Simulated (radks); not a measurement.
The numbers below are computed, except where a source is named.
Task: The mean radii <r> (bohr) of the occupied orbitals of an atom or ion are listed with their occupations. Code: a radial shooting solver on a logarithmic mesh with Libxc functionals. Model: Dirac Kohn-Sham, LDA (Slater exchange, Perdew-Wang correlation), spin-unpolarised, spherical densities, point nucleus.

orbital     occ.      <r>
1s1/2          2  0.02613
2s1/2          2   0.1118
2p1/2          2  0.09407
2p3/2          4  0.09996
3s1/2          2   0.2991
3p1/2          2   0.2890
3p3/2          4   0.3008
3d3/2          4   0.2715
3d5/2          6   0.2752
4s1/2          2   0.6949
4p1/2          2   0.7205
4p3/2          4   0.7485
4d3/2          4   0.8303
4d5/2          6   0.8408
5s1/2          2    1.714
5p1/2    1.66667    1.965
5p3/2    3.33333    2.054
5d3/2        0.4    3.386
5d5/2        0.6    3.438

Name the element and its charge. Open shells, if any, are shared by 2j + 1.

Result: Z = 55, caesium, charge +1: Cs+ in [Kr] 4d10 5s2 5p5 5d1. The 1s radius gives Z: for a bare nucleus <r> = (2 gamma + 1)/(2Z) with gamma = sqrt(1 - (Z/c)^2), 0.02574 bohr for Z = 55, and screening makes it slightly larger (0.02613 here). The occupations add up to 54, and the charge is Z minus that.
